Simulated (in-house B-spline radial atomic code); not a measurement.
A radial electron density 4πr²n(r) was computed for an atom or ion in its tabulated ground configuration with an all-electron radial atomic-structure program (B-spline basis); method: Dirac-Kohn-Sham B3LYP, spherical fractional occupations. Columns: r (bohr), 4πr²n(r) (electrons per bohr), bar.

```
 0.00119    1.579 #
 0.00146    2.265 #
 0.00178    3.195 ##
 0.00218    4.511 ###
 0.00266     6.28 ####
 0.00326    8.717 #####
 0.00398    11.88 #######
 0.00487    16.01 ##########
 0.00596    21.19 #############
 0.00728    27.37 ################
 0.00891    34.51 #####################
  0.0109    42.08 #########################
  0.0133    49.28 #############################
  0.0163    55.28 #################################
  0.0199    58.75 ###################################
  0.0244    59.07 ###################################
  0.0298    56.48 ##################################
  0.0365    52.67 ###############################
  0.0446     50.7 ##############################
  0.0545    53.32 ################################
  0.0667    60.99 ####################################
  0.0816    69.98 ##########################################
  0.0998    73.87 ############################################
   0.122    68.57 #########################################
   0.149     57.3 ##################################
   0.183    49.22 #############################
   0.223    51.13 ##############################
   0.273    57.74 ##################################
   0.334    56.67 ##################################
   0.408    43.22 ##########################
     0.5    25.84 ###############
   0.611    16.44 ##########
   0.747       16 ##########
   0.914    17.29 ##########
    1.12     15.1 #########
    1.37    10.46 ######
    1.67    6.199 ####
    2.04     3.32 ##
     2.5    1.651 #
    3.06   0.7618 
    3.74   0.3141 
    4.57   0.1099 
     5.6  0.03027
```

Question: Which atom or ion is it?
A. In+
B. Pd+
C. Ru
D. Pd

Answer: D. The area under the curve, ∫4πr²n dr = ∫r·4πr²n d(ln r) on this logarithmic grid, is 46 electrons, which only this option has. The configuration is [Kr] 4d10.
